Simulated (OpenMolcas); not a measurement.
## Kr IV: from RASSCF to RASPT2

* Program: OpenMolcas 26.06
* Basis: ANO-RCC-VTZP [6s5p3d1f]
* Scalar Hamiltonian: DKH2, point nucleus
* Active space: 5 electrons in 9 orbitals (RAS2 4s 4p; RAS3 4d, at most 2 electrons)
* State averaging: 2S+1 = 4 odd, 1 root; 2S+1 = 2 odd, 11 roots; 2S+1 = 4 even, 3 roots; 2S+1 = 2 even, 9 roots
* Spin-orbit coupling: RASSI with atomic mean-field integrals over the reference wave functions, term energies averaged over their components

Methods on the same reference wave functions:
A. RASSCF
B. SS-RASPT2, IPEA 0.25 Eh, imaginary shift 0.1 Eh (closed shells correlated: 3d)
C. MS-RASPT2, IPEA 0.25 Eh, imaginary shift 0.1 Eh (closed shells correlated: 3d)
D. XMS-RASPT2, IPEA 0.25 Eh, imaginary shift 0.1 Eh (closed shells correlated: 3d)

Energies in cm-1 above 4s2 4p3 4S* 3/2, the measured ground level; measured values from Saloman, J. Phys. Chem. Ref. Data 36, 215 (2007).

| Level | A | B | C | D | Measured |
| --- | --- | --- | --- | --- | --- |
| 4s2 4p3 4S* 3/2 | 0.0 | 0.0 | 0.0 | 0.0 | 0.0 |
| 4s2 4p3 2D* 3/2 | 21571 | 18460 | 18450 | 18360 | 17038 |
| 4s2 4p3 2D* 5/2 | 22938 | 19790 | 19790 | 19680 | 18700 |
| 4s2 4p3 2P* 1/2 | 35565 | 32710 | 32650 | 32770 | 31056 |
| 4s2 4p3 2P* 3/2 | 37327 | 34480 | 34450 | 34550 | 33406 |
| 4s 4p4 4P 5/2 | 117416 | 117510 | 117510 | 117320 | 118762 |
| 4s 4p4 4P 3/2 | 120731 | 120830 | 120840 | 120640 | 122426 |
| 4s 4p4 4P 1/2 | 122354 | 122440 | 122440 | 122250 | 124110 |
| 4s 4p4 2D 3/2 | 149092 | 146860 | 146860 | 146670 | 145773 |
| 4s 4p4 2D 5/2 | 149583 | 147390 | 147390 | 147190 | 146645 |

Deviations, from unrounded energies. A percentage is the sum of absolute deviations over the sum of measured energies, with the sign that they share, or ± where signs differ.

```csv
Against measurement,Levels,A,B,C,D
mean absolute deviation (cm-1),9,3100,1300,1300,1300
other terms of the ground configuration (%),4,+17.2,+5.2,+5.1,+5.1
other configurations (%),5,±1.7,±1.0,±1.0,±1.0
```

B, C, D lie about equally close to measurement and A furthest from it. The largest miss of C in the table is 4s 4p4 4P 1/2, by -1700 cm-1. The ranking rests on the paired levels alone, and a cruder setting can come out closer through cancelling errors.

Among B to D the level of the table that moves most is 4s 4p4 2D 5/2, by 200 cm-1 (lowest in D, highest in C). Moves below CASPT2's spread within the term are not significant.

The mean deviations of B to D differ by less than CASPT2's widest spread within a term (82 cm-1), so their order carries little weight.

From A to B the spin-free energies of the other terms of 4s2 4p3 shown, above 4S*, scale by factors of 0.86 to 0.92.

The lowest spin-free term lies below A's lowest term by 0.077 hartree in B, 0.077 hartree in C, 0.077 hartree in D.

CASPT2 does not keep the components of a term degenerate, so their means are used; among the terms shown or strongly mixed into the levels shown the widest spread is 82 cm-1 (4s 4p4 2D, D). The run also gave levels led by 4s2 4p2 4d, which use shells meant for correlation; these and all levels above them are left out. Some terms mix strongly with configurations of 4d, whose occupation reaches 0.27 (4s 4p4 2D). Measured partners are found by configuration, term and J. A level has none where our copy of the source lacks it or the pairing is in doubt (some pairs that miss far off the trend of their configuration count as doubtful), and it then counts in no deviation. Only configurations of the active space appear. The table leaves out levels that lie high or whose names do not pair safely across all columns.

* marks odd parity.
